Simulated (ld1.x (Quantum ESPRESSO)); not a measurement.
## Varying the TM potential for Sb

Base potential:

antimony (Sb), norm-conserving Troullier–Martins (Kleinman–Bylander form), made with ld1.x (Quantum ESPRESSO) 7.5 (BLYP, fully relativistic). Core [Ar] 3d10 4s2, reference 4p6 4d10 5s1.75 5p3.25. Waves: 4p (bound): rc 1.20 bohr; 4d (bound): rc 0.95 bohr; 5s (bound): rc 1.45 bohr. Local part: the s channel. Core correction: Bessel-smoothed model core inside 0.95 bohr.

Open shells are filled in proportion to 2j + 1 (rel_dist='average').

Occupied shells without a wave of their own: 5p. They enter only through the test configuration that unscreens the potential, and ld1.x also counts them in the model core charge.

Cutoffs, loose and tight: the cutoffs (Ry, on a coarse ladder) from which the occupation-weighted sum of valence levels, in a spherical-Bessel basis at the reference potential, stays within 10 and 1 mRy of its value at 400 Ry. They do not see the model core or the augmentation charge, which bear on the density cutoff. Test errors are all-electron minus pseudo excitation energies from the reference, over the configurations 4p6 4d10 5s2 5p3; 4p6 4d10 5s2 5p2; 4p6 4d10 5s2 5p1; 4p6 4d10 5s2 5p2.5; 4p6 4d10 5s1 5p0; 4p6 4d10 5s2 5p0; 4p6 4d9 5s2 5p3. A dash means not determined; rows that change the core or the reference have their own tests.

With those shells counted twice in exchange and correlation these files are broken, and their errors move erratically; no question is asked of them.

Cutoffs are not given where the Bessel-basis levels miss the radial ones by over 6 mRy, ghosts where they miss by over 20 mRy; a channel whose overlap is not positive is not tested.

| change | outcome | cutoff, loose | cutoff, tight | bound ghosts | largest test error (meV) |
| --- | --- | --- | --- | --- | --- |
| base | generated, misses its reference levels by 1.75 eV | 120 Ry | 180 Ry | none | +11701 |
| wave 4d (bound): rc 0.95 bohr becomes 4d (bound): rc 0.62 bohr | generated, misses its reference levels by 1.75 eV | – | – | not determined | +11702 |
| wave 4d (bound): rc 0.95 bohr becomes 4d (bound): rc 0.74 bohr | generated, misses its reference levels by 1.75 eV | over 300 Ry | over 300 Ry | none | +11701 |
| wave 4d (bound): rc 0.95 bohr becomes 4d (bound): rc 0.78 bohr | generated, misses its reference levels by 1.75 eV | 300 Ry | over 300 Ry | none | +11701 |
| wave 4d (bound): rc 0.95 bohr becomes 4d (bound): rc 0.88 bohr | generated, misses its reference levels by 1.75 eV | 160 Ry | 300 Ry | none | +11701 |
| wave 4d (bound): rc 0.95 bohr becomes 4d (bound): rc 0.98 bohr | generated, misses its reference levels by 1.75 eV | 120 Ry | 200 Ry | none | +11701 |
| wave 4d (bound): rc 0.95 bohr becomes 4d (bound): rc 1.06 bohr | generated, misses its reference levels by 1.75 eV | 110 Ry | 200 Ry | none | +11701 |
| wave 4d (bound): rc 0.95 bohr becomes 4d (bound): rc 1.16 bohr | generated, misses its reference levels by 1.75 eV | 110 Ry | 200 Ry | none | +11701 |
| wave 4d (bound): rc 0.95 bohr becomes 4d (bound): rc 1.24 bohr | generated, misses its reference levels by 1.75 eV | 110 Ry | 180 Ry | none | +11701 |
| wave 4d (bound): rc 0.95 bohr becomes 4d (bound): rc 1.34 bohr | generated, misses its reference levels by 1.75 eV | 110 Ry | 180 Ry | none | +11701 |
| wave 4d (bound): rc 0.95 bohr becomes 4d (bound): rc 1.42 bohr | generated, misses its reference levels by 1.75 eV | 100 Ry | 180 Ry | none | +11701 |

Reading the sweep of the d radius (base included, trends over the rows without a ghost): The loose cutoff falls from 300 Ry at 0.78 to 100 Ry at 1.42 bohr. A larger radius leaves more room for a smooth pseudo-wave, so fewer plane waves are needed; a smaller one forces it to follow the all-electron wave where it bends sharply. The median size of the test errors (rows with all tests solved) stays near 2357.4 meV.
